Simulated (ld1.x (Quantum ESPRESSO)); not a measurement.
# Which change was made? (Ge, PAW)

germanium, PAW, made with ld1.x (Quantum ESPRESSO) 7.5 (PBE, fully relativistic). Core [Ne], reference 3s2 3p6 3d10 4s2 4p1.5 (charge +0.5). Waves: 3s (bound): rcut 0.85, rcutus 1.00 bohr; 4s (bound): rcut 0.85, rcutus 1.00 bohr; 3p (bound): rcut 0.90, rcutus 1.05 bohr; 4p (bound): rcut 0.90, rcutus 1.05 bohr; 3d (bound): rcut 0.90, rcutus 1.10 bohr; 3d channel at 1 Ry: rcut 0.90, rcutus 1.10 bohr. Local part: all-electron potential smoothed inside 0.90 bohr (lloc = -2). Core correction: Bessel-smoothed model core inside 0.70 bohr. Augmentation charge: BESSEL, radius 0.95 bohr.

Open shells are filled in proportion to 2j + 1 (rel_dist='average').

Cutoffs, loose and tight: the cutoffs (Ry, on a coarse ladder) from which the occupation-weighted sum of valence levels, in a spherical-Bessel basis at the reference potential, stays within 10 and 1 mRy of its value at 400 Ry. They do not see the model core or the augmentation charge, which bear on the density cutoff. Test errors are all-electron minus pseudo excitation energies from the reference, over the configurations 3s2 3p6 3d10 4s2 4p2; 3s2 3p6 3d10 4s2 4p1; 3s2 3p6 3d10 4s2 4p0; 3s2 3p6 3d10 4s1 4p0; 3s2 3p6 3d9 4s2 4p3; 3s2 3p5 3d10 4s2 4p2; 3s1 3p6 3d10 4s2 4p2; variants that change the core or the reference have their own tests.

The base gives: outcome: generated; bound ghosts: not determined; largest test error (meV): +23.

On the changes marked as counting shells twice: ld1.x takes every shell without a wave as core, so the model core holds the marked electrons as well and exchange and correlation see them twice. This cancels in the reference configuration, but the file is broken for other ones, and its errors say nothing about a proper core correction.

**Question.** After one change the result is: outcome: generated; bound ghosts: not determined; largest test error (meV): +56. Which change was it?
A. waves 3d (bound): rcut 0.90, rcutus 1.46 bohr; 3d channel at 1 Ry: rcut 0.90, rcutus 1.46 bohr
B. waves 3p (bound): rcut 0.90, rcutus 1.22 bohr; 4p (bound): rcut 0.90, rcutus 1.22 bohr
C. type TM semilocal; scalar-relativistic; waves now 3s (bound): rc 1.00 bohr; 3p (bound): rc 1.05 bohr; 3d (bound): rc 1.10 bohr; local potential the d channel (4p, 4s counted twice)
D. local potential all-electron potential smoothed inside 0.95 bohr (lloc = -1)
E. local potential all-electron potential smoothed inside 0.68 bohr (lloc = -2)

**Answer.** B. The others give: waves 3d (bound): rcut 0.90, rcutus 1.46 bohr; 3d channel at 1 Ry: rcut 0.90, rcutus 1.46 bohr → outcome: generated; bound ghosts: not determined; largest test error (meV): -59 | type TM semilocal; scalar-relativistic; waves now 3s (bound): rc 1.00 bohr; 3p (bound): rc 1.05 bohr; 3d (bound): rc 1.10 bohr; local potential the d channel (4p, 4s counted twice) → outcome: generated, misses its reference levels by 2.04 eV; cutoff, loose: 230 Ry; cutoff, tight: over 300 Ry; bound ghosts: none; largest test error (meV): -4116 | local potential all-electron potential smoothed inside 0.95 bohr (lloc = -1) → outcome: generated; bound ghosts: not determined; largest test error (meV): +33 | local potential all-electron potential smoothed inside 0.68 bohr (lloc = -2) → outcome: generated; bound ghosts: not determined; largest test error (meV): +108.
